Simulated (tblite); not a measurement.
Species: C6H10O2P2.
SMILES with atom numbers: `[CH3:1][O:2][C:3]1=[CH:4][CH:5]=[C:6]([CH3:7])[P@@:8]1(=[O:9])[PH2:10]` (hydrogens: H11, H12, H13 on C1; H14 on C4; H15 on C5; H16, H17, H18 on C7; H19, H20 on P10)

Geometry (GFN2-xTB, Å), atoms numbered from 1 in this order:
```
atom  x, y, z in Å
C1     2.7794    1.0461   -0.9708
O2     2.4624    0.7500    0.3716
C3     1.2789    0.1481    0.5510
C4     0.8150   -0.3250    1.7225
C5    -0.5038   -0.9161    1.6646
C6    -1.1151   -0.9066    0.4717
C7    -2.4496   -1.4366    0.0887
P8    -0.0391   -0.0483   -0.7291
O9     0.2717   -0.7377   -1.9902
P10   -0.8464    1.9548   -1.0803
H11    3.7435    1.5515   -0.9550
H12    2.0239    1.7075   -1.4144
H13    2.8444    0.1330   -1.5694
H14    1.3842   -0.3085    2.6362
H15   -0.9336   -1.3648    2.5475
H16   -2.7558   -2.2374    0.7588
H17   -2.4075   -1.8183   -0.9318
H18   -3.2091   -0.6520    0.1252
H19   -1.3106    2.0852    0.2258
H20   -2.0380    1.3857   -1.5257
```

Computed values, GFN2-xTB/tblite, gas phase, harmonic and unscaled. This tight-binding method is rough: wavenumbers can miss measured ones by several per cent, in bad cases by 10 to 20. Modes of hydrogen on phosphorus can be 10 to 20 % off. One conformer, not necessarily the lowest.

Harmonic wavenumbers (cm⁻¹): 67.0, 87.8, 96.9, 109.5, 129.8, 148.8, 172.7, 191.7, 197.6, 238.4, 308.0, 336.5, 381.1, 423.2, 449.7, 502.4, 535.8, 623.7, 629.2, 675.3, 721.1, 745.5, 812.5, 863.4, 976.9, 1022.8, 1025.3, 1057.0, 1096.8, 1117.5, 1138.9, 1173.1, 1214.8, 1231.6, 1260.4, 1289.9, 1395.3, 1401.6, 1453.2, 1457.3, 1466.4, 1472.0, 1585.5, 1652.6, 2266.4, 2325.6, 2904.5, 2959.6, 2963.1, 3006.4, 3027.5, 3030.5, 3081.7, 3118.0.

A = 1280, B = 936.9, C = 720.9 MHz; mass 176.016 u (most abundant isotopes); point group C1, symmetry number 1.

Task: Zero-point energy?

Result: Half the sum of the wavenumbers: 31810 cm⁻¹ = 90.95 kcal/mol.

Task: Give the ideal-gas entropy at 273.15 K and 1 bar in the rigid-rotor, harmonic-oscillator model (classical rotation).

Result: Translation 40.99, rotation 30.04, vibration 35.12: S = 106.2 cal/(mol K).

Task: And Cp and H(273.15 K) − H(0)?

Result: Cp = 43.63 cal/(mol K), of which vibrations give 35.68 (their classical limit is 54 R = 107.3); H(273.15 K) − H(0) = 7.36 kcal/mol without the zero-point energy, 5.19 from vibrations.

Task: Which modes carry the vibrational entropy at 273.15 K?

Result: 67.0 cm⁻¹: 4.07; 87.8 cm⁻¹: 3.54; 96.9 cm⁻¹: 3.35; 109.5 cm⁻¹: 3.11; 129.8 cm⁻¹: 2.78; 148.8 cm⁻¹: 2.52 cal/(mol K); the other 48 give 15.76 together.

Task: Blend soft modes into free rotors: weight 1/[1 + (100 cm⁻¹/ν̃)⁴] for the oscillator and the rest for a rotor with moment μB/(μ + B), μ = h/(8π²ν), B = 10⁻⁴⁴ kg m². What vibrational entropy results?

Result: 33.44 cal/(mol K) in place of 35.12, which changes −T·S at 273.15 K by +0.46 kcal/mol.

Task: What must be added to the electronic energy to get the Gibbs energy at 273.15 K and 1 bar?

Result: ZPE + [H(273.15 K) − H(0)] − T·S = 90.95 + 7.36 − 29.00 = 69.31 kcal/mol.

Hindered rotation and anharmonicity are outside this model. Other conformers, if any are populated, would add a mixing term that is left out. The structure is chiral; the term R ln 2 for an equal mix with its mirror image is left out.
